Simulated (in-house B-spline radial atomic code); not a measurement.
The numbers below are computed, except where a source is named.
# He in an electron gas of r_s = 2: phase shifts, screening, friction and resistivity

A nucleus sits in a uniform electron gas with a rigid positive background. The Kohn-Sham equations are solved self-consistently in the spin-unpolarised LDA (PW92), non-relativistic, on B-splines with outgoing waves at the boundary and partial waves to l = 8. The model has no lattice, no bands and no magnetic solution. Atomic units; δ_l are the phase shifts at the Fermi level, counted so that each bound state adds π, and good to about 0.0005.

The density parameter is r_s = 2 bohr, near that of the valence electrons of Si (4 per atom, density 2.33 g/cm³, mass 28.09 u, which gives r_s = 2.01).

| l | δ_l (rad) |
| --- | --- |
| 0 | 1.9798 |
| 1 | 0.2789 |
| 2 | 0.0490 |
| 3 | 0.0084 |
| 4 | 0.0016 |
| 5 | 0.0002 |
| 6 | 0.0000 |
| 7 | -0.0001 |
| 8 | -0.0001 |

Bound levels below the band bottom (hartree): s -0.344.

Q: Check the Friedel sum rule, and say where the screening charge sits.

A: k_F = (9π/4)^(1/3)/r_s = 0.95958. The rule is Z = (2/π) Σ (2l + 1) δ_l. The terms are s 1.260, p 0.533, d 0.156, f 0.037 and 0.009 beyond, in all 1.995 against Z = 2. Bound states hold 2 s, 0 p, 0 d electrons, so the scattering states carry -0.01 in all; where a term is smaller than its bound count, the bound level has drawn weight out of the band.

Q: Find the transport cross section and the electronic stopping of a 2 keV He ion (mass 4.0 u).

A: σ_tr = (4π/k_F²) Σ (l + 1) sin²(δ_l − δ_(l+1)). The terms for l = 0 to 3 are 0.9832, 0.1039, 0.0049, 0.0002, all together 1.0922, so σ_tr = 13.647 × 1.0922 = 14.905 bohr². With n = 3/(4π r_s³) = 0.02984, the friction coefficient is Q = n k_F σ_tr = 0.4268. For v well below v_F = 0.960, dE/dx = Q v; with 24801 eV per u at v = 1, v = √(2000/(24801 × 4.0)) = 0.1420, so dE/dx = 0.06060 hartree/bohr = 31.2 eV/nm. The largest term couples the s and p waves.

Q: What residual resistivity would 1 atomic per cent of such centres give in a metal of this density?

A: Δρ = k_F n_i σ_tr/n in atomic units of 21.74 μΩ·cm. With one host atom per 4 electrons, n_i/n = 0.01/4, so Δρ = 0.9596 × 0.00250 × 14.905 × 21.74 = 0.78 μΩ·cm. This is an atom added to the gas, as on an interstitial site.
